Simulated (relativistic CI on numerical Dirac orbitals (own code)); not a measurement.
What each ingredient does to the levels of Yb XVIII

Base calculation: Dirac-Coulomb-Breit CI, KLI orbitals optimised for each configuration, model QED (radiative potential, 1s self-energy scaled to tabulated hydrogen-like ionisation energies), unscaled Slater integrals.

CI space (outside the closed core [Ar] 3d10 4p6 4d10): 4s2.4f7, 4s2.4f6.5s, 4s2.4f5.5s2, 4s2.4f5.5s.5p, 4s2.4f6.5p, 4s2.4f6.6s, 4s2.4f6.6p, 4s2.4f6.7s, 4s.4f8, 4f9. Levels of other configurations are missing.

Variants: (1) P86 correlation estimate; (2) Breit term removed; (3) only the first configuration. Shifts of the energy above 4s2.4f7 8S°_7/2, in cm⁻¹, for the lowest level and the first level of each name with at least 55 % of one term (blank where a level changes its place among those of its configuration and J or its character, or is not in the variant):

| Level | Base | Δ(1) | Δ(2) | Δ(3) |
| --- | --- | --- | --- | --- |
| 4s2.4f7 8S°_7/2 | 0.0 | 0.0 | 0.0 | 0.0 |
| 4s2.4f7 6P°_7/2 | 59316.5 | +3.9 | -680.3 | +187.5 |
| 4s2.4f7 6P°_5/2 | 61659.4 | +4.0 | -465.9 | +185.5 |
| 4s2.4f7 6P°_3/2 | 63716.1 | +4.4 | -241.2 | +200.2 |
| 4s2.4f7 6I°_7/2 | 65920.3 | +0.6 | -432.0 | +33.5 |
| 4s2.4f7 6I°_17/2 | 67255.6 | +0.3 | +1199.1 | +16.1 |
| 4s2.4f7 6I°_9/2 | 67338.0 | +0.4 | -25.3 | +22.2 |
| 4s2.4f7 6I°_11/2 | 68404.3 | +0.3 | +365.7 | +14.7 |
| 4s2.4f7 6I°_15/2 | 68728.8 | +0.2 | +1012.3 | +10.2 |
| 4s2.4f7 6I°_13/2 | 68922.0 | +0.2 | +710.0 | +11.0 |
| 4s2.4f7 6D°_9/2 | 75482.9 | +1.0 | -32.7 | +43.4 |
| 4s2.4f7 6D°_7/2 | 79048.4 | +1.9 | +163.9 | +83.3 |
| 4s2.4f7 6D°_1/2 | 79309.7 | +0.3 | +43.2 | +13.6 |
| 4s2.4f7 6D°_3/2 | 80158.1 | +1.2 | +179.9 | +51.3 |

At this charge energies of transitions that change n are usually good to better than 1 %, and those within a shell (Δn = 0) to a few per cent. Terms inside the open d or f shell come out 10 to 20 % too wide with unscaled integrals.

Ionisation energy from the two ground configurations alone: base 410.531 eV; P86 correlation estimate 412.373 eV; Breit term removed 410.281 eV. The NIST ASD value (theoretical) is 431 eV. The gap of more than 2 % comes from missing correlation, or from a tabulated value that is itself an estimate.

LS names give the leading component of a level, which can be under half, so a name can repeat, a term be missing and a line seem to break the LS rules.
